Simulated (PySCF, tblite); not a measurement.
Isomers of C6H6FN3, one GFN2-xTB conformer each. Single-point energies are computed at PBE0/pcSseg-1 (PySCF, gas phase, no added dispersion term), electronic only.

Question: Rank them by PBE0/pcSseg-1 energy, lowest first (kJ/mol).
A. `[CH:1]#[C:2][CH2:3][n:4]1[n:5][c:6]([CH3:7])[c:8]([F:9])[n:10]1` with C2–C3–N4–N5 -88°
B. `[CH:1]#[C:2][c:3]1[n:4][n:5]([CH2:6][CH3:7])[n:8][c:9]1[F:10]` with N4–N5–C6–C7 89°
C. `[CH3:1][CH2:2][n:3]1[n:4][c:5]([F:6])[cH:7][c:8]1[C:9]#[N:10]` with C1–C2–N3–N4 102°

Answer: C (0.0), B (174.4), A (189.1).

As drawn, the lowest has a C≡N group, which the highest lacks; the highest has a C≡C bond, which the lowest lacks. GFN2-xTB itself gives, in the same order: 0.0, 107.8, 110.5. Both levels put the same isomer lowest; measured from each level's own lowest isomer, the values differ by up to 78.6 kJ/mol (C#CCn1nc(C)c(F)n1: 110.5 against 189.1).

Q: Which frontier levels, dipoles and rotational constants go with these structures?

A: 
| SMILES | HOMO (eV, PBE0/pcSseg-1) | LUMO (eV) | dipole (D) | A, B, C (MHz) |
| --- | --- | --- | --- | --- |
| CCn1nc(F)cc1C#N | -7.78 | -1.53 | 1.58 | 2139, 1063, 752.4 |
| C#Cc1nn(CC)nc1F | -7.22 | -0.88 | 2.14 | 2541, 908.0, 711.8 |
| C#CCn1nc(C)c(F)n1 | -7.43 | -0.31 | 1.52 | 2687, 842.4, 740.4 |

Q: What happens when harmonic zero-point energies from GFN2-xTB frequencies are added?

A: 
```tsv
SMILES	ZPE (kJ/mol)	electronic (kJ/mol)	with ZPE (kJ/mol)
CCn1nc(F)cc1C#N	303.2	0.0	0.0
C#Cc1nn(CC)nc1F	299.2	174.4	170.3
C#CCn1nc(C)c(F)n1	297.1	189.1	183.0
```

The zero-point energies span 6.1 kJ/mol. The order is unchanged.
